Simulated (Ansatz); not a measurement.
Reaction (ligand exchange at the Si–N bond): `BN[SiH2]OC` + `O[SiH2]S` → `CO[SiH2]S[SiH2]O` + `BN`

Isolated molecules relaxed with PBE0-D4/def2-TZVP in Ansatz; ΔE leaves out vibrations. CCSD(T)/CBS is the MP2 limit (def2-TZVPP, def2-QZVPP) plus CCSD(T) − MP2 in def2-TZVPP, frozen cores. This one scheme is used for every species. Functionals use def2-TZVPP. One conformer a species, not always the lowest.

`BN[SiH2]OC`:

Cartesian coordinates in Å:
```
B 2.657 -0.277 -0.456
N 1.342 -0.728 -0.625
Si -0.090 0.240 -0.537
O -0.905 -0.179 0.822
C -2.228 0.224 1.086
H 3.565 -1.054 -0.532
H 2.847 0.885 -0.241
H 1.214 -1.716 -0.795
H 0.332 1.661 -0.521
H -0.972 -0.032 -1.706
H -2.276 1.285 1.353
H -2.603 -0.360 1.928
H -2.885 0.051 0.225
```

`O[SiH2]S`:

```xyz
7

O     0.584   -1.316    0.433
Si    0.446    0.287    0.101
S    -1.547    0.892   -0.357
H    -0.015   -1.681    1.087
H     0.795    1.142    1.263
H     1.360    0.509   -1.040
H    -1.623    0.167   -1.486
```

`CO[SiH2]S[SiH2]O`:

Cartesian coordinates in Å:
```
C 0.700 -1.993 -0.176
O -0.266 -1.193 0.487
Si 0.174 0.054 1.476
S 1.109 1.614 0.373
Si -0.585 2.001 -0.894
O -1.073 0.653 -1.687
H 1.411 -2.421 0.538
H 0.176 -2.806 -0.679
H 1.251 -1.408 -0.918
H 1.162 -0.399 2.485
H -1.099 0.505 2.079
H -0.151 2.991 -1.902
H -1.673 2.543 -0.040
H -1.137 -0.141 -1.142
```

`BN`:

Z-matrix (Å, degrees):
```
B
N 1 1.385
H 1 1.197 2 119.0
H 1 1.197 2 119.0 3 -180.0
H 2 1.006 1 123.2 3 -0.0
H 2 1.006 1 123.2 3 180.0
```

CCSD(T)/CBS gives -6.8 kcal/mol.

Problem. Another level gave -7.3 kcal/mol. Which?
A. ωB97M-V/def2-TZVPP
B. r2SCAN-D4/def2-TZVPP
C. SCS-MP2/def2-TZVPP
D. HF/def2-TZVPP

Solution. A. ωB97M-V -7.3, SCS-MP2/def2-TZVPP -5.6, HF/def2-TZVPP -0.6, r2SCAN-D4 -8.4 kcal/mol.

Largest T1 diagnostic among the species: 0.012.

The D4 term adds −3.1 kcal/mol with B3LYP and −1.7 kcal/mol with PBE0; it sums over pairs of atoms, weighted by their polarisabilities, and B3LYP, whose exchange is more repulsive, gets the larger term. From PBE to PBE0 (25 % exact exchange), in def2-TZVPP and without D4, ΔE moves by +0.8 kcal/mol. In def2-TZVPP, CCSD(T) changes the Hartree–Fock value by −5.6 kcal/mol (the triples alone add −1.3 kcal/mol) and MP2 by −6.7 kcal/mol.

B3LYP here is the variant with VWN-RPA as its local correlation; programs differ in this.
